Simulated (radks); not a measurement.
Fractional charge and spin in the 4s shell of calcium: the spin-up occupation runs from 0 to 1 and the spin-down occupation from 0 to 1; the fullest corner is Ca, [Ar] 4s(up 1, down 1). Method: scalar-relativistic Kohn-Sham, PBEsol, spin-polarised, spherical densities, finite nucleus; Fermi nuclear charge, rms radius of each element as measured or else 0.836 A^(1/3) + 0.57 fm; computed with a radial shooting solver on a logarithmic mesh with Libxc functionals. Energy (eV) minus the two flat planes that join the four corners (they meet along the diagonal where the two added fractions sum to one electron); zero is where a piecewise linear energy would lie.

down \ up,0,0.25,0.5,0.75,1
0,0.000,-0.480,-0.640,-0.482,0.000
0.25,-0.480,-0.560,-0.338,0.195,-0.430
0.5,-0.640,-0.338,0.262,-0.310,-0.572
0.75,-0.482,0.195,-0.310,-0.518,-0.429
1,0.000,-0.430,-0.572,-0.429,0.000

Corners above the fullest one (they belong to Ca+ and the next ion): (up 1, down 0) 6.044 eV, (up 0, down 1) 6.044 eV, (up 0, down 0) 17.987 eV. With half an added electron in each spin the energy lies 0.262 eV from the planes (fractional-spin error, the static-correlation error of a stretched bond), and with half an added electron in spin up alone -0.640 eV (fractional-charge error). For a frontier s shell over closed shells the exact functional lies on the planes.
